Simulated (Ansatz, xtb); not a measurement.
**Relative energy of two isomers of CH3FGa**

We compare a, `[CH2][GaH][F]`, a doublet, with b, `[CH3][Ga][F]`, a doublet. Both are isolated molecules in the gas phase, relaxed with PBE0-D3(BJ)/def2-SVP; the shapes shown needn't be the lowest conformers.

a (Å):

```csv
atom,x (Å),y (Å),z (Å)
C,-0.3618,0.1280,-0.9070
F,0.0651,0.3017,2.1482
Ga,-1.0782,0.5409,0.8297
H,0.6683,-0.2224,-1.0401
H,-0.9356,0.2203,-1.8362
H,-2.4827,1.0464,1.2711
```

b (Å):

```xyz
6

C    -1.6108    0.3217   -1.4252
F     0.8856    1.0241    0.3853
Ga    0.2618   -0.0944   -0.8398
H    -2.2585    0.2235   -0.5405
H    -1.6206    1.3660   -1.7732
H    -1.9459   -0.3541   -2.2219
```

Task: Estimate E(b) − E(a) at the level CCSD(T)/def2-SVP + ΔMP2/def2-TZVPP.

Result: Calculated at CCSD(T)/def2-SVP + ΔMP2/def2-TZVPP: E(b) − E(a) = −22.3 kcal/mol, so structure b lies lower.

How the difference moves with the method:

```
                             level              geometry  E(b) − E(a) (kcal/mol)  departure from the last row (kcal/mol)  job, with rough time for the two
                          GFN2-xTB              GFN2-xTB                     −46.7                                   −24.5              optimisation, 0.53 s
                         HF/STO-3G              GFN2-xTB                     −30.3                                    −8.1                single point, 21 s
                r2SCAN-D4/def2-SVP              GFN2-xTB                     −18.8                                    +3.4                single point, 12 s
              PBE0-D3(BJ)/def2-SVP  PBE0-D3(BJ)/def2-SVP                     −24.4                                    −2.2             optimisation, 2.1 min
                       HF/def2-SVP  PBE0-D3(BJ)/def2-SVP                     −14.9                                    +7.3           part of the CCSD(T) run
                      MP2/def2-SVP  PBE0-D3(BJ)/def2-SVP                     −23.4                                    −1.1           part of the CCSD(T) run
                  CCSD(T)/def2-SVP  PBE0-D3(BJ)/def2-SVP                     −21.7                                    +0.5                      single point
CCSD(T)/def2-SVP + ΔMP2/def2-TZVPP  PBE0-D3(BJ)/def2-SVP                     −22.3                                                     single point, 1.8 min
```

As drawn, b has 1 C–H in place of 1 Ga–H.

None of the levels shown reverses the order. The largest departure from CCSD(T)/def2-SVP + ΔMP2/def2-TZVPP is that of GFN2-xTB, 24.5 kcal/mol. The last row adds to CCSD(T) the change of the MP2 difference between the two basis sets, here −0.5 kcal/mol.

With harmonic frequencies from PBE0-D3(BJ)/def2-SVP (ideal gas, rigid rotor, one conformer each, 298.15 K, 1 atm): on the last row, ΔE + ΔZPE = −19.1 kcal/mol. A mode under 50 cm⁻¹ makes harmonic enthalpies and free energies unreliable, so none is given.

Open shells are spin-unrestricted, with notable spin contamination under HF/STO-3G. The correlated steps freeze 11 core orbitals; the filled d shell of Ga is correlated, in a basis made for valence electrons. Run with Ansatz 0.2.0, xtb 6.7.1; the last row on 1 thread of AMD EPYC (Zen 3) on a shared host.
